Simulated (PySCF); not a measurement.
**A small calculation by hand: oscillator strength and radiative lifetime**

Be(OMe)(NH2) (CH5BeNO), SMILES [O](C)[Be][NH2].

Geometry: PBE-D3(BJ)/def2-SVP. One conformer was computed; it need not be the lowest.

TDA-ωB97X/def2-SVPD run with PySCF puts the first singlet state with f over 0.02 at 6.08 eV (vertical), with the transition dipole (0.308, 0.666, 0.007) in atomic units.

Question: Find the oscillator strength, the wavelength and the radiative lifetime that this transition would have in vacuum if emission retraced absorption.

Answer: 
|μ|² = 0.5385 au, so |μ| = 1.87 D. ΔE = 6.08/27.211 = 0.2234 hartree. f = (2/3) ΔE |μ|² = 0.080 (the program prints 0.080).
λ = 1239.84/6.08 = 204 nm; ν = 49038 cm⁻¹.
Einstein's coefficient A = 0.6670 ν² f s⁻¹ (ν in cm⁻¹) = 1.3e8 s⁻¹, so τ = 1/A = 7.8 ns. This state is S1. The figure is the radiative limit of this one transition; relaxation, internal conversion, crossing to triplets and a medium change what is measured.
